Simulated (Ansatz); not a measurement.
```xyz
4

C    -0.0825   -0.0496   -0.4961
C    -0.0636   -0.0352    0.8395
H    -0.0738   -0.9706   -0.9814
H    -0.0045    0.9531   -1.0383
```

Basis set: STO-3G (spherical functions). Frozen core: 2 orbitals. Charge 0, multiplicity 1.

Computed with Ansatz (development build ahead of 0.2.0); each method stands on the lowest determinant of its kind that the runs found. Restricted open shells among the atoms or ions are ROHF, correlated in semicanonical orbitals with singles.

The atomization energy at this shape (free ground-state atoms in the same class of orbitals less the molecule, no zero-point energy) of singlet C2H2:

```tsv
method	atomization energy
RHF	283.40 kcal/mol
```

Question: What does RHF-MP2 give?

Answer: 338.91 kcal/mol.

This basis has no polarisation functions and is too small for such energies, which can lie far from measured ones in either direction.
